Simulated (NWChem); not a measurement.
Species: C2H7O2 cation; SMILES OCC[OH2+]

```xyz
11

O     -0.6346    -1.1299    -0.1737
C      0.6989    -0.7707     0.1827
C      0.7464     0.7089    -0.1878
O     -0.6123     1.1417     0.1514
H     -0.9476    -1.9328     0.2674
H      0.8712    -0.9194     1.2605
H      1.4421    -1.3419    -0.3920
H      1.4619     1.2890     0.4065
H      0.9049     0.8667    -1.2637
H     -1.0981     0.1861     0.0239
H     -0.9678     1.8600    -0.4000
```
Atoms are numbered in this order, from 1.

All runs use the structure optimised with PBE0/def2-SVP.

Give the principal values of the shielding tensors (ppm) of O1, C2, C3, O4 from B3LYP/6-31G* (spherical d), GIAO (NWChem), with their diamagnetic and paramagnetic parts as GIAO splits them.


```tsv
atom	σ11	σ22	σ33	isotropic	diamagnetic	paramagnetic
O1	258.6	300.4	366.4	308.5	390.7	-82.3
C2	113.1	121.2	172.5	135.6	246.8	-111.1
C3	99.6	105.0	172.5	125.7	248.3	-122.6
O4	263.0	287.2	349.7	299.9	393.8	-93.8
```
